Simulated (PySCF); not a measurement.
**NaSn, r²SCAN: how much the basis matters**

PySCF, UKS reference; quartet, unpaired electrons σ ↑, π ↑↑; De to Na + Sn without counterpoise correction.

```json
{"basis": "cc-pVDZ/cc-pVDZ-PP", "relativity": "scalar-relativistic core potentials", "functions": "41", "Re (Å)": "2.922", "ωe (cm⁻¹)": "183", "De (eV)": "1.34", "μ (D)": "-7.01"}
{"basis": "x2c-SVPall", "relativity": "spin-free X2C", "functions": "51", "Re (Å)": "2.904", "ωe (cm⁻¹)": "187", "De (eV)": "1.35", "μ (D)": "-7.13"}
{"basis": "aug-cc-pVDZ/aug-cc-pVDZ-PP", "relativity": "scalar-relativistic core potentials", "functions": "59", "Re (Å)": "2.926", "ωe (cm⁻¹)": "180", "De (eV)": "1.34", "μ (D)": "-7.13"}
```

Task: How does each smaller set differ from the one with most functions, aug-cc-pVDZ/aug-cc-pVDZ-PP?

Result: cc-pVDZ/cc-pVDZ-PP: -0.4 pm, +1.7 % in ωe, +0.00 eV in De; x2c-SVPall: -2.2 pm, +3.9 % in ωe, +0.01 eV in De. All at r²SCAN; the set with most functions is neither the basis-set limit nor always the best. The rows treat relativity differently, so the differences are not basis effects alone.

A positive dipole means Na(−)Sn(+). Spin–orbit coupling is left out, which matters for elements this heavy, above all for dissociation energies. The state was picked by a PBE0 search and need not be the measured ground state.
